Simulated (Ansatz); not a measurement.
Computed with Ansatz on PBE0-D4/def2-TZVP structures; ΔE is electronic, products minus reactants. CBS: MP2 limit from def2 TZ/QZ plus the TZ coupled-cluster correction, frozen cores. Functionals use def2-TZVPP. B3LYP here is the variant with VWN-RPA as its local correlation; programs differ in this. def2 core potentials past Kr. For In outer-core shells are correlated without core-valence functions, which leaves a few kJ/mol of doubt a bond. Each species was taken in one conformer, which may not be the lowest.

Reaction (ligand exchange at the Al–C bond): `[AlH2][CH2][InH2]` + `OP[SiH3]` → `O[P]([AlH2])[SiH3]` + `[CH3][InH2]`

`[AlH2][CH2][InH2]`:

```xyz
9

Al   -0.433    1.231   -1.152
C     0.318   -0.447   -0.567
In    0.178   -0.854    1.547
H    -1.966    1.319   -1.567
H     0.459    2.547   -1.158
H     1.389   -0.478   -0.790
H    -0.197   -1.282   -1.052
H    -1.200   -1.702    2.150
H     1.452   -0.334    2.589
```

`OP[SiH3]`:

Cartesian coordinates in Å:
```
O 0.186 1.135 1.495
P 1.109 0.352 0.351
Si -0.527 -0.805 -0.695
H 0.685 1.198 2.313
H 1.137 1.358 -0.660
H 0.056 -1.298 -1.973
H -1.726 0.027 -0.977
H -0.920 -1.965 0.146
```

`O[P]([AlH2])[SiH3]`:

```xyz
10

O    -0.262   -1.440    1.468
P    -0.534   -0.989   -0.126
Al    1.618   -0.682   -0.928
Si   -1.007    1.206    0.062
H    -0.991   -1.990    1.767
H     2.863   -1.307   -0.174
H     1.740    0.101   -2.302
H    -2.289    1.365    0.798
H     0.023    2.023    0.764
H    -1.160    1.713   -1.329
```

`[CH3][InH2]`:

Z-matrix (Å, degrees):
```
C
In 1 2.153
H 1 1.091 2 110.7
H 1 1.090 2 111.6 3 122.1
H 1 1.093 2 109.1 3 -118.2
H 2 1.731 1 120.0 3 40.5
H 2 1.730 1 120.8 3 -140.1
```

```tsv
level	ΔE (kJ/mol)
r2SCAN-D4	-25.9
B3LYP-D4	-24.5
ωB97M-V	-19.9
B2PLYP	-19.6
BHLYP	-19.0
LC-ωPBE	-23.2
CCSD/def2-TZVPP	-17.6
MP2/CBS(def2)	-16.5
```

(1) What does CCSD(T)/CBS give? (An estimate is asked.)

Largest T1 diagnostic among the species: 0.014.

## Answers

(1) Ansatz gave: -18.6 kJ/mol. The listed levels differ from it by -7.3, -5.9, -1.3, -1.0, -0.4, -4.6, 1.0, 2.1 kJ/mol.

The D4 term adds −3.3 kJ/mol with B3LYP and −1.8 kJ/mol with PBE0; it sums over pairs of atoms, weighted by their polarisabilities, and B3LYP, whose exchange is more repulsive, gets the larger term. Leaving LDA and LC-ωPBE aside and taking each functional with its dispersion term where it has one, the values, not all of them listed here, spread over 13.2 kJ/mol, from revPBE-D4 to B2PLYP.
